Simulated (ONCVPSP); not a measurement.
# Configuration tests for tin (ONCV)

| Quantity | Value |
| --- | --- |
| Element | Sn |
| Generator | ONCVPSP 4.0.1 |
| Type | optimised norm-conserving Vanderbilt (ONCV) |
| Functional | PBE |
| Relativity | fully relativistic |
| Frozen core | [Ar] 3d10 |
| Valence charge | 22 |
| Reference configuration | 4s2 4p6 4d10 5s1 5p3 |
| Partial waves | 4s+5s: rc 1.40 bohr, ncon 3, nbas 6, qcut 7.8 1/bohr, 2 projectors; 4p+5p: rc 1.35 bohr, ncon 3, nbas 7, qcut 12.8 1/bohr, 2 projectors; 4d: rc 1.50 bohr, ncon 5, nbas 10, qcut 8.3 1/bohr, 3 projectors, debl 1.3 Ha |
| Local potential | polynomial inside 1.30 bohr (lpopt 4, dvloc0 -1 Ha) |
| Core correction | Teter function, fcfact 4.25, rcfact 1.3 |

Open shells are filled in proportion to 2j + 1.

Energies are relative to the spin-unpolarised reference configuration 4s2 4p6 4d10 5s1 5p3; without spin polarisation the order of configurations can differ from experiment.

**Question.** Give the all-electron excitation energy and the error of the potential for: 4s2 4p6 4d10 5s2 5p2; 4s2 4p6 4d10 5s2 5p1; 4s2 4p6 4d10 5s2 5p0; 4s1 4p6 4d10 5s2 5p2.

**Answer.**

```
valence configuration  charge  ΔE all-electron (eV)  error AE − PS (meV)
 4s2 4p6 4d10 5s2 5p2       0                -6.960                 -1.5
 4s2 4p6 4d10 5s2 5p1      +1                -0.072                 -1.3
 4s2 4p6 4d10 5s2 5p0      +2                13.899                 -0.5
 4s1 4p6 4d10 5s2 5p2      +1               135.174                 -438
```
